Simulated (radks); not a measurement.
Charge is removed step by step from the 5s down level of the promethium ion Pm+, starting from [Kr] 4d10 4f5 5s(up 1, down 1) 5p6 6s1. Calculated with a radial shooting solver on a logarithmic mesh with Libxc functionals: scalar-relativistic Kohn-Sham, r2SCAN, spin-polarised, spherical densities, finite nucleus; open shells are filled with parallel spins first (spin-orbit coupling, left out, can overturn this in heavy ions); meta-GGA in the generalised Kohn-Sham scheme; Fermi nuclear charge, rms radius 4.962 fm.

removed (e)  E - E(0) (eV)  eigenvalue (eV)  E minus straight line (eV)
0                    0.000          -47.269                       0.000
0.1                  4.778          -48.366                      -0.508
0.2                  9.667          -49.475                      -0.906
0.3                 14.667          -50.596                      -1.193
0.4                 19.780          -51.726                      -1.367
0.5                 25.006          -52.866                      -1.427
0.6                 30.347          -54.013                      -1.373
0.7                 35.802          -55.168                      -1.204
0.8                 41.374          -56.329                      -0.919
0.9                 47.061          -57.496                      -0.518
1                   52.866          -58.668                       0.000

Removing the whole electron costs 52.866 eV by Delta-SCF, against 47.269 eV from minus the eigenvalue at the starting occupation. Slater's transition state (half an electron removed) gives 52.866 eV. Integrating minus the eigenvalue over the occupation (Janak's theorem) gives 52.900 eV. In this scalar-relativistic scheme the density is built from large components alone, so the theorem holds only approximately. The mean slope of the eigenvalue, de/dn, is 11.4 eV per electron.
